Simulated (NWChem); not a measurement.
All runs are NWChem calculations. System: H4Sn, charge 0, spin multiplicity 1, at a geometry optimised with PBE0/def2-SVP with def2 effective core potentials on Sn. The structure started from a generated list of species. Level: PBE/def2-SVPD with def2 effective core potentials on Sn.

Output (cleaned and shortened):

```
             Northwest Computational Chemistry Package (NWChem) 7.3.0
             --------------------------------------------------------

                                NWChem Input Module
                                -------------------

 Scaling coordinates for geometry "geometry" by  1.889725989
 (inverse scale =  0.529177249)

 Turning off AUTOSYM since
 SYMMETRY directive was detected!

                             Geometry "geometry" -> ""
                             -------------------------

 Output coordinates in angstroms (scale by  1.889725989 to convert to a.u.)

  No.       Tag          Charge          X              Y              Z
 ---- ---------------- ---------- -------------- -------------- --------------
    1 Sn                  50.0000     0.00000000     0.00000000     0.00000000
    2 H                    1.0000     1.39701600     0.00000000     0.98782200
    3 H                    1.0000    -1.39701600     0.00000000     0.98782200
    4 H                    1.0000     0.00000000    -1.39701500    -0.98782100
    5 H                    1.0000     0.00000000     1.39701500    -0.98782100

 Effective nuclear repulsion energy (a.u.)      62.9931008472

            Nuclear Dipole moment (a.u.)
            ----------------------------
        X                 Y               Z
 ---------------- ---------------- ----------------
     0.0000000000     0.0000000000     0.0000037795

      Symmetry information
      --------------------

 Group name             C2v
 Group number             16
 Group order               4
 No. of unique centers     3

      Symmetry unique atoms

     1    2    4


 Summary of "ao basis" -> "" (spherical)
 ------------------------------------------------------------------------------
       Tag                 Description            Shells   Functions and Types
 ---------------- ------------------------------  ------  ---------------------
 *                         def2-svpd                  on all atoms

 Summary of "ao basis" -> "ao basis" (spherical)
 ------------------------------------------------------------------------------
       Tag                 Description            Shells   Functions and Types
 ---------------- ------------------------------  ------  ---------------------
 Sn                        def2-svpd                12       32   5s4p3d
 H                         def2-svpd                 4        8   2s2p

 Summary of "ao basis" -> "ao basis" (spherical)
 ------------------------------------------------------------------------------
       Tag                 Description            Shells   Functions and Types
 ---------------- ------------------------------  ------  ---------------------
 Sn                        def2-svpd                12       32   5s4p3d
 H                         def2-svpd                 4        8   2s2p

      Symmetry analysis of basis
      --------------------------

        a1         27
        a2          7
        b1         15
        b2         15

            General Information
            -------------------
          SCF calculation type: DFT
          Wavefunction type:  closed shell.
          No. of atoms     :     5
          No. of electrons :    26
           Alpha electrons :    13
            Beta electrons :    13
          Charge           :     0
          Spin multiplicity:     1
          Use of symmetry is: on ; symmetry adaption is: on
          Maximum number of iterations: 100
          AO basis - number of functions:    64
                     number of shells:    28
          Convergence on energy requested:  1.00D-06
          Convergence on density requested:  1.00D-05
          Convergence on gradient requested:  5.00D-04

              XC Information
              --------------
          PerdewBurkeErnzerhof Exchange Functional  1.000
            Perdew 1991 LDA Correlation Functional  1.000 local
           PerdewBurkeErnz. Correlation Functional  1.000 non-local

             Grid Information
             ----------------
          Grid used for XC integration:  medium
          Radial quadrature: Mura-Knowles
          Angular quadrature: Lebedev.
          Tag              B.-S. Rad. Rad. Pts. Rad. Cut. Ang. Pts.
[...]
------------------------------------------------------------
               write      read    awrite     aread      wait
               -----      ----    ------     -----      ----
     calls:        1         0         0         0         0
   data(b): 5.24e+05  0.00e+00  0.00e+00  0.00e+00
   time(s): 0.00e+00  0.00e+00  0.00e+00  0.00e+00  0.00e+00
rate(mb/s): 0.00e+00  0.00e+00
------------------------------------------------------------

 Grid integrated density:      26.000036296164
 Requested integration accuracy:   0.10E-05

   convergence    iter        energy       DeltaE   RMS-Dens  Diis-err    time
 ---------------- ----- ----------------- --------- --------- ---------  ------
 d= 0,ls=0.0,diis     1   -216.6216527629 -2.45D+02  1.30D-02  6.70D-02     0.6
 Grid integrated density:      26.000036058865
 Requested integration accuracy:   0.10E-05
 d= 0,ls=0.0,diis     2   -216.6334652248 -1.18D-02  3.77D-03  1.45D-02     0.7
 Grid integrated density:      26.000035629779
 Requested integration accuracy:   0.10E-05
 d= 0,ls=0.0,diis     3   -216.6361037498 -2.64D-03  1.30D-03  5.76D-03     0.8
 Grid integrated density:      26.000035662769
 Requested integration accuracy:   0.10E-05
 d= 0,ls=0.0,diis     4   -216.6368355952 -7.32D-04  9.19D-05  2.30D-05     0.9
 Grid integrated density:      26.000035659612
 Requested integration accuracy:   0.10E-05
 d= 0,ls=0.0,diis     5   -216.6368394470 -3.85D-06  7.41D-06  8.46D-08     0.9
 Grid integrated density:      26.000035659528
 Requested integration accuracy:   0.10E-05
 d= 0,ls=0.0,diis     6   -216.6368394680 -2.10D-08  8.01D-07  1.33D-09     1.0

         Total DFT energy =     -216.636839468029
      One electron energy =     -434.894317758651
           Coulomb energy =      209.341659314531
    Exchange-Corr. energy =      -19.437518484998
 Nuclear repulsion energy =       28.353337461088

 Numeric. integr. density =       26.000035659528

     Total iterative time =      0.8s

                  Occupations of the irreducible representations
                  ----------------------------------------------

                     irrep           alpha         beta
                     --------     --------     --------
                     a1                6.0          6.0
                     a2                1.0          1.0
                     b1                3.0          3.0
                     b2                3.0          3.0

                       DFT Final Molecular Orbital Analysis
                       ------------------------------------

 Vector   11  Occ=2.000000D+00  E=-2.911259D-01  Symmetry=b2
              MO Center= -4.3D-16, -6.3D-11, -6.6D-01, r^2= 2.8D+00
   Bfn.  Coefficient  Atom+Function         Bfn.  Coefficient  Atom+Function
  ----- ------------  ---------------      ----- ------------  ---------------
    13      0.388745  1 Sn py                49     -0.320195  4 H  s
    57      0.320195  5 H  s                 16      0.181055  1 Sn py
    50     -0.144170  4 H  s                 58      0.144170  5 H  s
    10     -0.131635  1 Sn py                19      0.124322  1 Sn d -1
     7     -0.123291  1 Sn py                24     -0.043867  1 Sn d -1

 Vector   12  Occ=2.000000D+00  E=-2.911257D-01  Symmetry=b1
              MO Center=  2.3D-11, -6.2D-16,  6.6D-01, r^2= 2.8D+00
   Bfn.  Coefficient  Atom+Function         Bfn.  Coefficient  Atom+Function
  ----- ------------  ---------------      ----- ------------  ---------------
    12      0.388745  1 Sn px                33      0.320195  2 H  s
    41     -0.320195  3 H  s                 15      0.181055  1 Sn px
    34      0.144170  2 H  s                 42     -0.144170  3 H  s
     9     -0.131634  1 Sn px                21      0.124322  1 Sn d  1
     6     -0.123291  1 Sn px                26     -0.043867  1 Sn d  1

 Vector   13  Occ=2.000000D+00  E=-2.911236D-01  Symmetry=a1
              MO Center= -2.3D-11,  6.3D-11,  1.6D-06, r^2= 3.2D+00
   Bfn.  Coefficient  Atom+Function         Bfn.  Coefficient  Atom+Function
  ----- ------------  ---------------      ----- ------------  ---------------
    14      0.388743  1 Sn pz                33      0.226412  2 H  s
    41      0.226412  3 H  s                 49     -0.226412  4 H  s
    57     -0.226412  5 H  s                 17      0.181055  1 Sn pz
    11     -0.131634  1 Sn pz                22     -0.124325  1 Sn d  2
     8     -0.123290  1 Sn pz                34      0.101946  2 H  s

 Vector   14  Occ=0.000000D+00  E=-3.003468D-02  Symmetry=a1
              MO Center= -2.5D-14,  2.4D-14,  1.2D-06, r^2= 8.0D+00
   Bfn.  Coefficient  Atom+Function         Bfn.  Coefficient  Atom+Function
  ----- ------------  ---------------      ----- ------------  ---------------
     4      2.293924  1 Sn s                  5     -1.670372  1 Sn s
     3      0.563486  1 Sn s                 34     -0.442137  2 H  s
    42     -0.442137  3 H  s                 50     -0.442137  4 H  s
    58     -0.442137  5 H  s                  2     -0.243143  1 Sn s
     1     -0.191383  1 Sn s                 33     -0.131827  2 H  s

 Vector   15  Occ=0.000000D+00  E=-3.398513D-03  Symmetry=a1
              MO Center=  5.9D-10, -1.7D-10,  4.4D-07, r^2= 5.5D+00
   Bfn.  Coefficient  Atom+Function         Bfn.  Coefficient  Atom+Function
  ----- ------------  ---------------      ----- ------------  ---------------
    17      0.479220  1 Sn pz                32     -0.427308  1 Sn d  2
    14      0.325137  1 Sn pz                34     -0.176984  2 H  s
    42     -0.176984  3 H  s                 50      0.176987  4 H  s
    58      0.176987  5 H  s                 22      0.161634  1 Sn d  2
    33     -0.129371  2 H  s                 41     -0.129371  3 H  s

 Vector   16  Occ=0.000000D+00  E=-3.395704D-03  Symmetry=b1
              MO Center= -5.9D-10,  1.7D-14, -3.5D-01, r^2= 5.4D+00
   Bfn.  Coefficient  Atom+Function         Bfn.  Coefficient  Atom+Function
  ----- ------------  ---------------      ----- ------------  ---------------
    15      0.479201  1 Sn px                31      0.427326  1 Sn d  1
    12      0.325133  1 Sn px                34     -0.250283  2 H  s
    42      0.250283  3 H  s                 33     -0.182956  2 H  s
    41      0.182956  3 H  s                 21     -0.161633  1 Sn d  1
    26      0.118007  1 Sn d  1               9     -0.097514  1 Sn px

 center of mass
 --------------
 x =   0.00000000 y =   0.00000000 z =   0.00000003

 moments of inertia (a.u.)
 ------------------
          28.095536629194           0.000000000000           0.000000000000
           0.000000000000          28.095556740674           0.000000000000
           0.000000000000           0.000000000000          28.096048210394

     Multipole analysis of the density
     ---------------------------------

     L   x y z        total         alpha         beta         nuclear
     -   - - -        -----         -----         ----         -------
     0   0 0 0     -0.000000    -13.000000    -13.000000     26.000000

     1   1 0 0      0.000000      0.000000      0.000000      0.000000
     1   0 1 0      0.000000      0.000000      0.000000      0.000000
     1   0 0 1     -0.000001     -0.000002     -0.000002      0.000004

     2   2 0 0    -21.414183    -17.676572    -17.676572     13.938962
     2   1 1 0     -0.000000     -0.000000     -0.000000      0.000000
     2   1 0 1     -0.000000     -0.000000     -0.000000      0.000000
     2   0 2 0    -21.414180    -17.676561    -17.676561     13.938942
     2   0 1 1     -0.000000     -0.000000     -0.000000      0.000000
     2   0 0 2    -21.414161    -17.676308    -17.676308     13.938454

 Task  times  cpu:        1.0s     wall:        1.0s

 Total times  cpu:        1.0s     wall:        1.0s
```

Question: Write an NWChem input that would produce this output.

Answer: One answer among several that fit: 
```
start mol
memory heap 200 mb stack 900 mb global 1100 mb
geometry units angstroms nocenter noautoz
  Sn     0.000000     0.000000    -0.000000
  H      1.397016     0.000000     0.987822
  H     -1.397016     0.000000     0.987822
  H      0.000000    -1.397015    -0.987821
  H      0.000000     1.397015    -0.987821
  symmetry group C2v
end
basis spherical
  * library def2-svpd
end
ecp
  Sn library def2-ecp
end
dft
  xc xpbe96 cpbe96
  semidirect memsize 60000000 filesize 0
  iterations 100
end
task dft energy
```
